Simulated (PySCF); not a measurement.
An unknown is described by computed data only.

Formula: C7H11BClN.

| Quantity | Value |
| --- | --- |
| Dipole | 1.02 D [PBE0/def2-SVPD] |
| Valence photoelectron | vertical ionisation energy: 8.22 eV [ΔSCF PBE0/def2-SVPD] |
| Rotational structure | rotational constants A, B, C: 1.667, 0.862, 0.601 GHz [PBE0-D3(BJ)/def2-SVP] |
| NMR, other nuclei | isotropic shieldings of nuclei other than C and H, by class: 65 (1 B), 55 (1 N), 698 (1 Cl) ppm [GIAO CAM-B3LYP/pcSseg-1] |
| 13C NMR | chemical shifts (computed TMS as zero) by class: 156.2 (1 C), 152.7 (1 C), 138.9 (1 C), 119.9 (1 C), 59.9 (1 C), 29.2 (1 C), 12.5 (1 C) ppm [GIAO CAM-B3LYP/pcSseg-1] |
| 1H NMR | chemical shifts (computed TMS as zero) by class: 7.64 (1 H), 6.98 (1 H), 6.47 (1 H), 5.35 (1 H), 3.73 (2 H), 1.61 (2 H), 1.04 (3 H) ppm [GIAO CAM-B3LYP/pcSseg-1] |
| UV, first state | lowest singlet excitation: 4.83 eV (257 nm, f = 0.203) [TDDFT PBE0/def2-SVPD] |
| Triplet | lowest triplet excitation (Tamm–Dancoff): 3.29 eV [TDA PBE0/def2-SVPD] |
| UV, strongest line | among the 10 lowest singlet transitions: S6 at 6.66 eV (186 nm, f = 0.367) [TDDFT PBE0/def2-SVPD] |

Electronic properties: PySCF, gas phase, density fitting. Levels stand in brackets. The structure is a single PBE0-D3(BJ)/def2-SVP conformer in the gas phase; no vibrational or solvent corrections. NMR values are class means; diastereotopic atoms form classes of their own.

Problem. What is the compound? Reason from the data.

Solution. Numbering: `[CH3:1][CH2:2][CH2:3][N:4]1[BH:5][CH:6]=[CH:7][CH:8]=[C:9]1[Cl:10]`. 7 carbons fall into 7 classes; from least to most shielded: unsaturated ring CH carbon [C7] (156.2 ppm), unsaturated ring carbon [C9] (152.7 ppm), unsaturated ring CH carbon [C6] (138.9 ppm), unsaturated ring CH carbon [C8] (119.9 ppm), chain sp3 carbon bound to nitrogen [C3] (59.9 ppm), chain CH2 carbon [C2] (29.2 ppm), methyl carbon [C1] (12.5 ppm). Hydrogen classes from least to most shielded: 1 H on an unsaturated ring CH carbon, C7 (7.64 ppm), 1 H on an unsaturated ring CH carbon, C6 (6.98 ppm), 1 H on an unsaturated ring CH carbon, C8 (6.47 ppm), 1 H on a ring boron, B5 (5.35 ppm), 2 H on an sp3 carbon bound to nitrogen, C3 (3.73 ppm), 2 H on a chain CH2 carbon, C2 (1.61 ppm), 3 H on a methyl carbon, C1 (1.04 ppm). The other shieldings belong to: 65 ppm, ring boron [B5]; 55 ppm, ring nitrogen [N4]; 698 ppm, vinyl chlorine [Cl10]. S1 is mainly HOMO→LUMO (weight 0.91); the largest Löwdin shares of the orbital it empties are 0.21 on an unsaturated ring CH carbon, 0.20 on an unsaturated ring CH carbon, 0.15 on the unsaturated ring carbon and 0.12 on the ring boron, of the orbital it fills 0.21 on an unsaturated ring CH carbon, 0.18 on an unsaturated ring CH carbon, 0.17 on the unsaturated ring carbon and 0.15 on the ring nitrogen. The optimised geometry has point group C1 and is an asymmetric top. Structure: `CCCN1BC=CC=C1Cl`. The assignments are read from this structure; whether some other isomer fits the data as well wasn't checked.

The values belong to the conformer `[CH3:1][CH2:2][CH2:3][N:4]1[BH:5][CH:6]=[CH:7][CH:8]=[C:9]1[Cl:10]`: C1–C2–C3–N4 180°, C2–C3–N4–B5 -94°.
